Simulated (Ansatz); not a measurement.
Basis-set extrapolation for `[NH3+][B-](O)(O)O` (PBE0-D4/def2-TZVP geometry, frozen core, Ansatz). Multiplicity 1, RHF reference.

```tsv
	def2-TZVPP	def2-QZVPP
HF	-307.522018	-307.536517
MP2 correlation	-1.063931	-1.146696
CCSD(T) correlation	-1.121343	not run
```

Energies in hartree. Use E(X) = E(∞) + A·exp(−7.88·√X) for Hartree–Fock and E(X) = E(∞) + B·X^(−2.97) for correlation, with X = 3 and 4, and add CCSD(T) minus MP2 of the smaller set to the MP2 limit.

Question: What is the CCSD(T) energy at the basis-set limit?

Answer: HF limit: -307.536517 + (-0.014499) × 0.13774 = -307.53851. MP2 limit: -1.146696 + (-0.082765) × 0.74074 = -1.20800. Higher-order term: -1.121343 − (-1.063931) = -0.05741. Total: -308.80392 hartree, 4.37 eV below CCSD(T)/def2-TZVPP.
